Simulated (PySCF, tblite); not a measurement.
Compound: C5H6F4O2.
Geometry (GFN2-xTB, Å), atoms numbered from 1 in this order:
```
atom  x, y, z in Å
C1     1.776   -1.066    0.835
O2     0.957   -0.659   -0.247
C3     0.007    0.324    0.052
C4    -1.277    0.021   -0.728
C5    -2.013   -1.117   -0.093
O6    -1.832   -1.650    0.941
F7    -3.037   -1.516   -0.889
C8     0.532    1.716   -0.353
F9    -0.346    2.679   -0.020
F10    0.738    1.822   -1.668
F11    1.682    2.019    0.255
H12    2.369   -0.237    1.230
H13    1.167   -1.502    1.634
H14    2.439   -1.824    0.425
H15   -0.208    0.364    1.131
H16   -1.942    0.889   -0.761
H17   -1.019   -0.252   -1.755
```

Method used: PBE0/pcSseg-1 in PySCF (dipole) on a GFN2-xTB geometry, gas phase.

Masses are those of the commonest isotopes; rigid-rotor values at the optimised geometry. The values belong to one conformer with, in the numbering `[CH3:1][O:2][C@H:3]([CH2:4][C:5](=[O:6])[F:7])[C:8]([F:9])([F:10])[F:11]`, C1–O2–C3–C4 -142°, O2–C3–C4–C5 76°, C3–C4–C5–O6 10°.

Give the principal moments of inertia and the rotational constants in cm⁻¹.

Ia = 312.06, Ib = 718.00, Ic = 883.48 u·Å²; 505379 MHz·u·Å²/I gives 1619, 703.9 and 572.0 MHz, that is A = 0.05402, B = 0.02348, C = 0.01908 cm⁻¹.

What kind of rotor is it?

An asymmetric top: κ = (2 × 703.9 − 1619 − 572.0)/(1619 − 572.0) = -0.75.

Is it planar, by Δ = Ic − Ia − Ib?

Not planar: Δ = Ic − Ia − Ib = -146.58 u·Å². For a rigid frame Δ = −2 Σ m c², so Σ m c² = 73.29 u·Å² lies off the ab plane: 4.78 from hydrogen and 68.51 from heavier atoms. The atom farthest from that plane is 1.37 Å away.

Predict some low-J microwave lines.

The dipole components are |μa| = 0.71 D, |μb| = 0.40 D, |μc| = 0.27 D. Intensities carry the squares of the components, which stand as 1.00 : 0.32 : 0.15 (a : b : c). Some lines, for components of 0.1 D or more:

```
type  branch         J(Ka,Kc)    MHz  lower level (cm⁻¹)
   c       Q  5(1,5) ← 5(0,5)    333               0.624
   b       Q  3(1,2) ← 3(0,3)   1434               0.253
   a       R  3(1,2) ← 2(1,1)   4017               0.167
   b       R  4(0,4) ← 3(1,3)   4335               0.275
   c       Q  5(3,3) ← 5(2,3)   4595               0.782
   b       Q  4(3,2) ← 4(2,3)   4950               0.556
   a       R  4(1,3) ← 3(1,2)   5338               0.301
   c       R  2(2,0) ← 1(1,0)   5444               0.077
   a       R  5(4,1) ← 4(4,0)   6409               0.950
   b       R  5(1,5) ← 4(0,4)   6481               0.419
   c       R  3(2,2) ← 2(1,2)   6970               0.154
   c       R  3(3,1) ← 2(2,1)   8743               0.259
   b       R  3(3,0) ← 2(2,1)   8744               0.259
   c       R  5(3,2) ← 4(2,2)  11200               0.563
   b       R  5(4,1) ← 4(3,2)  13258               0.721
```

Estimate the classical rotational partition function at 10 K, 200 K and 500 K.

Point group C1, symmetry number σ = 1; q = (√π/σ)·√((kT/h)³/(ABC)), k/h = 20836.6 MHz/K: 6600 at 10 K, 590000 at 200 K, 2330000 at 500 K.

Its GFN2-xTB frequencies are all real (lowest 39 cm⁻¹). Zero-point vibration and centrifugal distortion are left out. A rigid rotor knows nothing of internal rotation, which can split or shift real lines.
